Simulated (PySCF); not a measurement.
Ligands exchanged one at a time, Ga Cl-Br. Isolated molecules, 0 K electronic values unless said otherwise. Strings in code marks are SMILES.

Level of theory: PBE0-D3(BJ)/def2-TZVP in PySCF 2.14.0. All candidates: neutral, multiplicity 1. Excitations are Tamm–Dancoff values on a coarser integration grid. The basis has no diffuse functions, so Rydberg states are missing or too high.

The S1 excitation (TDA) is 5.62 eV. The LUMO comes out as -2.05 eV and the dipole moment is 0.33 D.

Task: Identify which member has these values.
A) `[Br][Ga]([Br])[Br]`
B) `[Cl][Ga]([Br])[Br]`
C) `[Cl][Ga]([Cl])[Cl]`
D) `[Cl][Ga]([Cl])[Br]`

Result: D, `[Cl][Ga]([Cl])[Br]`. The others give `[Cl][Ga]([Cl])[Cl]`: 6.08 eV, -1.95 eV, 0.00 D; `[Br][Ga]([Br])[Br]`: 5.19 eV, -2.22 eV, 0.00 D; `[Cl][Ga]([Br])[Br]`: 5.38 eV, -2.14 eV, 0.31 D
